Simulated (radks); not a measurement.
Species: Tm XV. Configuration: [Kr] 4d10 4f9. All-electron calculation, non-relativistic Kohn-Sham, PBE, spin-polarised, spherical densities, point nucleus; open shells are filled with parallel spins first (spin-orbit coupling, left out, can overturn this in heavy ions); relativity is left out, which matters for an element this heavy. Program: a radial shooting solver on a logarithmic mesh with Libxc functionals.

Radial electron density D(r) = 4 pi r^2 rho(r):

r (bohr),D(r) (e/bohr),spin D(r)
0.002935,16.92,-0.000275
0.003336,20.69,-0.000336
0.003791,25.10,-0.000408
0.004274,29.86,-0.000486
0.004858,35.59,-0.000581
0.005521,41.98,-0.000687
0.006275,48.91,-0.000804
0.007132,56.21,-0.000931
0.008042,63.14,-0.00106
0.00914,70.31,-0.00120
0.01039,76.81,-0.00135
0.01181,82.19,-0.00151
0.01342,86.02,-0.00170
0.01513,87.90,-0.00191
0.0172,88.02,-0.00221
0.01954,86.42,-0.00263
0.02221,83.76,-0.00324
0.02525,81.10,-0.00409
0.02846,79.78,-0.00517
0.03235,80.81,-0.00660
0.03677,85.18,-0.00825
0.04179,92.87,-0.00986
0.0475,102.7,-0.0110
0.05398,112.3,-0.0110
0.06086,118.8,-0.00892
0.06917,120.8,-0.00310
0.07862,117.0,0.00920
0.08936,109.1,0.0332
0.1016,100.8,0.0789
0.1145,96.30,0.158
0.1301,97.24,0.308
0.1479,102.8,0.570
0.1681,108.0,0.997
0.1911,107.0,1.65
0.2154,97.66,2.49
0.2448,80.91,3.64
0.2783,63.80,4.99
0.3163,53.40,6.41
0.3595,52.32,7.69
0.4053,56.74,8.54
0.4606,60.82,8.87
0.5236,58.98,8.54
0.595,50.15,7.59
0.6763,37.18,6.20
0.7686,24.09,4.64
0.8667,14.26,3.23
0.985,7.227,1.97
1.119,3.248,1.05
1.272,1.292,0.488
1.446,0.4486,0.191
1.63,0.1435,0.0657
1.853,0.03499,0.0168
2.106,0.006678,0.00324

D(r) has 4 maxima, at r = 0.0163, 0.0675, 0.176, 0.476 bohr, and minima at 0.0289, 0.119, 0.343 bohr, inside which lie 1.95, 11.43, 29.99 electrons.
